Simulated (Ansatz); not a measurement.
A run for Ansatz (a quantum-chemistry and plane-wave program): U-CCSD(T)/def2-SVP on CH4OSn (SMILES [CH3][Sn][OH]), a point of a bond scan (R = 1.927 Å). Elements past Kr take the def2 small-core potentials; no spin–orbit coupling. The run froze 11 orbitals, filled d shells among them.

Ansatz 0.2 input:
```yaml
crystal:
  periodic: [false, false, false]
  atoms:
    - {symbol: Sn, position_ang: [0.02238006, -0.06360862, 0.38858019]}
    - {symbol: C, position_ang: [0.41947667, 1.60722086, -0.98166041]}
    - {symbol: H, position_ang: [-0.20201734, 2.46931644, -0.72594186]}
    - {symbol: H, position_ang: [0.20079564, 1.28779189, -2.00052818]}
    - {symbol: H, position_ang: [1.46422512, 1.92099925, -0.91166492]}
    - {symbol: O, position_ang: [-0.53752719, -1.25054683, -1.13046981]}
    - {symbol: H, position_ang: [-1.05977041, -3.02270735, -0.58383753]}
basis:
  gaussian:
    orbitals: def2-SVP
correlation: {method: ccsd_t, electrons: outside_noble_gas}
scf: {omitted_lower_state_checks: [cluster_reference]}
magnetization: {spin_polarized: true, initial_magnetization: 0}
```

Task: Predict the final total energy.

Result: -328.6133 hartree (reference determinant -328.1889, T1 diagnostic 0.047). Its determinant has ⟨S²⟩ = 0.91, a mixture of spin states.

Task: How many basis functions does it have, and what does it roughly cost on one machine?

Result: 74 functions; about 21 core-seconds (a rough figure).
